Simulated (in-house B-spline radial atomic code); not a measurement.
**OLYP excitations of Mn VIII (Mn7+)**

Method: OLYP. Computed with an all-electron radial atomic-structure program (B-spline basis): linear response of the closed shell [Ne] 3s2 3p6 with the functional's adiabatic kernel; non-relativistic, point nucleus, no spin-orbit coupling, no double excitations, S, P, D and F terms only. Only terms of natural parity with L up to 3 were computed.

Command:
```bash
python run_td.py task.json out
```
Settings (radii: box in bohr, nucleus in fm):
```
Z                        25
electrons                18
configuration            [Ne] 3s2 3p6
hamiltonian              nr
method                   optx,lyp
box_radius               12.81
intervals                51
```

Time taken, with all properties: 0.5 s on 1 thread of Intel(R) Xeon(R) Platinum 8375C CPU @ 2.90GHz (Ice Lake) (shared host).

The lowest states, in the order of their Tamm-Dancoff energies; the method's threshold (minus the highest occupied level) is 183.18 eV. Labels give the largest channel, * marks a mixed state, and oscillator strengths are full-response dipole values. Semilocal kernels can invert the small singlet-triplet splittings of Rydberg terms. Energies in eV:

| state | full response | Tamm-Dancoff | oscillator strength |
| --- | --- | --- | --- |
| 3p → 3d 3P | 46.03 | 46.24 | - |
| 3p → 3d 3F | 47.14 | 47.30 | - |
| 3p → 3d 1F | 51.34 | 51.36 | - |
| 3p → 3d 1P | ? | ? | ? |
| 3s → 3d 3D | 79.39 | 79.46 | - |
| 3s → 3d 1D | 84.56 | 84.69 | - |
| 3p → 4s 3P | ? | ? | - |
| 3p → 4s 1P | 97.02 | 97.07 | 0.261 |
| 3p → 4p 3S | 105.05 | 105.10 | - |
| 3p → 4p 3D | 105.67 | 105.69 | - |

Task: Where does 3p → 4s 3P lie?

Result: At 95.86 eV in full response, 95.88 eV in Tamm-Dancoff.

Task: Where does 3p → 3d 1P lie?

Result: At 66.07 eV in full response, 68.91 eV in Tamm-Dancoff, oscillator strength 3.12.

Task: How large is the singlet-triplet splitting of 3p → 3d (F terms) in Tamm-Dancoff?

Result: 4.06 eV, from the unrounded values.

Task: What polarisabilities and dispersion coefficient does the method give?

Result: Dipole 0.6298 bohr³, quadrupole 0.4662 bohr⁵, C6 0.8345 hartree·bohr⁶ for two such species.
